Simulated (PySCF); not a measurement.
# SbH⁻ at UHF-SCS-MP2

Level: UHF-SCS-MP2. PySCF, scalar-relativistic core potentials, basis sets Sb aug-cc-pVDZ-PP with ECP28, H aug-cc-pVDZ.

| Property | Result |
| --- | --- |
| state | ²Π (doublet), unpaired electrons π ↑ |
| bond length | 3.277 bohr |
| harmonic wavenumber | 1839 cm⁻¹ |
| force constant | 1.99 mdyn/Å |
| rotational constant Be | 5.609 cm⁻¹ |
| anharmonicity ωexe | 31.4 cm⁻¹ |
| vibration–rotation constant αe | 0.156 cm⁻¹ |

Correlated steps freeze 4 core orbitals. Spin–orbit coupling is left out, which matters for elements this heavy, above all for dissociation energies. The state was picked by a PBE0 search and need not be the measured ground state.
